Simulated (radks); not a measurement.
The numbers below are computed, except where a source is named.
Initial-state core-level shifts of neutral sulfur when its valence configuration changes from [Ne] 3s2 3p4. Level of theory: Dirac Kohn-Sham, BLYP, spin-unpolarised, spherical densities, finite nucleus; open shells fill j = l - 1/2 first; Fermi nuclear charge, rms radius 3.2611 fm (a radial shooting solver on a logarithmic mesh with Libxc functionals). Shifts are changes of the shell-averaged eigenvalues in eV (positive: less bound); the change of the density at the nucleus, which sets a Mossbauer isomer shift, is in e/bohr^3, on a base of 2949.

valence          1s      2s      2p  density at nucleus
3p6          -2.806  -2.760  -2.726            -20.0942
3s1 3p5      -1.447  -1.418  -1.403             -9.8386
3s1.5 3p4.5  -0.736  -0.720  -0.712             -4.8642
3s0.5 3p5.5  -2.137  -2.098  -2.073            -14.9172
